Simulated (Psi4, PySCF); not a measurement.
The PySCF input:
```python
from pyscf import gto, scf, dft

mol = gto.M(
    atom='''
C     0.003763    0.162179   -1.249589
Cl   -0.001562    0.000183    0.619069
H     0.884064   -0.491403   -1.511094
H    -0.880087   -0.484781   -1.515547
''',
    basis='6-311g**',
    charge=-1,
    spin=0,
    verbose=4,
)

mf = dft.RKS(mol)
mf.xc = 'bhandhlyp'
mf.grids.atom_grid = (99, 590)
mf.grids.prune = None
mf.kernel()
```

Write the same job for Psi4.

This is not unique; one that fits is 
```
memory 2 GB

molecule {
-1 1
C     0.00376299    0.16217920   -1.24958859
Cl   -0.00156201    0.00018286    0.61906895
H     0.88406358   -0.49140260   -1.51109367
H    -0.88008742   -0.48478128   -1.51554685
}

set {
  basis 6-311g**
  scf_type pk
  puream true
  d_convergence 1e-8
  dft_radial_points 99
  dft_spherical_points 590
}

energy('bhhlyp')
print_variables()
```

Both were run: PySCF gave -499.442133 Eh and Psi4 -499.442133 Eh, 0.000 mEh apart.
